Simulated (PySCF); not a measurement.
Problem. Give a PBE0-D3(BJ)/def2-SVP geometry of InChI=1S/C8H11BO2/c1-2-7-3-5-8(6-4-7)9(10)11/h3-6,10-11H,2H2,1H3.

Solution. 
```xyz
22
C8H11BO2 angstrom
C      3.3089    0.9199   -0.7248
C      2.6576   -0.2031    0.0791
C      1.1549   -0.1687    0.0069
C      0.4782   -0.7044   -1.0967
C     -0.9073   -0.6343   -1.1899
C     -1.6760   -0.0275   -0.1838
B     -3.2376    0.0291   -0.3197
O     -4.0658    0.5241    0.6475
O     -3.8052   -0.4427   -1.4621
C     -0.9909    0.5068    0.9160
C      0.3964    0.4399    1.0126
H      2.9926    1.9062   -0.3520
H      4.4068    0.8683   -0.6647
H      3.0239    0.8635   -1.7866
H      3.0178   -1.1771   -0.2911
H      2.9741   -0.1345    1.1322
H      1.0520   -1.1885   -1.8927
H     -1.4179   -1.0599   -2.0572
H     -3.5995    0.8170    1.4348
H     -4.7649   -0.3656   -1.4331
H     -1.5404    0.9950    1.7292
H      0.9032    0.8644    1.8840
```

Orientation and origin are arbitrary. Atoms count from 1 in this order. B7 (three-coordinate boron) is planar (angles 123.7°, 118.4° and 117.9°, sum 360.0°, 0.00 Å off the plane of its three neighbours). The 8 C–C bonds span 1.390 Å (C4–C5, aromatic) to 1.527 Å (C1–C2, drawn single), a spread of 0.137 Å. The 6-membered ring C3–C4–C5–C6–C10–C11 has internal angles of 117.3° to 121.5° (sum 720°, against 720° for a flat polygon); it is planar, 0.00 Å rms from its mean plane, widest ring torsion 0°. Of the pairs four or more bonds apart, H19···H21 is among the closest relative to their van der Waals radii: 2.09 Å, 87 % of the sum of Bondi's values.

Bonds between heavy atoms (Å): C1–C2 1.527, C2–C3 1.505, C3–C4 1.401, C4–C5 1.390, C5–C6 1.404, C6–B7 1.569, B7–O8 1.366, B7–O9 1.360, C6–C10 1.402, C10–C11 1.392, C3–C11 1.399.

Theory: PySCF 2.14.0, PBE0-D3(BJ)/def2-SVP geometry optimisation, gas phase.

Point group: C1 (no symmetry element, even within 0.4 Å). PBE0-D3(BJ)/def2-SVP frequencies: not computed here. The numbers are those of one conformer (C1–C2–C3–C4 81°, C6–B7–O8–H -1°, C6–B7–O9–H 180°).
